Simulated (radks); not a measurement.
Q: Radial electron density D(r) = 4 pi r^2 rho(r) of an atom or ion with 7 electrons. Calculated with a radial shooting solver on a logarithmic mesh with Libxc functionals: Dirac Kohn-Sham, PBE, spin-unpolarised, spherical densities, point nucleus.

r (bohr),D(r) (e/bohr)
0.01669,0.5774
0.02071,0.8401
0.0255,1.190
0.03165,1.681
0.03897,2.300
0.04837,3.106
0.05955,4.028
0.07391,5.082
0.09099,6.082
0.1129,6.930
0.1402,7.364
0.1726,7.210
0.2142,6.397
0.2637,5.135
0.3273,3.711
0.4029,2.677
0.5001,2.275
0.6157,2.522
0.7642,3.073
0.9409,3.421
1.168,3.271
1.438,2.645
1.784,1.767
2.215,0.9756
2.727,0.4589
3.384,0.1727
4.166,0.05470
5.171,0.01266

What is the nuclear charge?

A: Z = 7. The innermost maximum, from 1s, lies near gamma/Z bohr with gamma = sqrt(1 - (Z/c)^2) = 0.999, here 0.143 bohr (found: 0.148), and its height grows with Z. The density is that of neutral nitrogen in [He] 2s2 2p3; the configuration itself is not fixed sharply by these data. D(r) has 2 maxima, at r = 0.148, 0.995 bohr, and minima at 0.504 bohr, inside which lie 2.17 electrons.
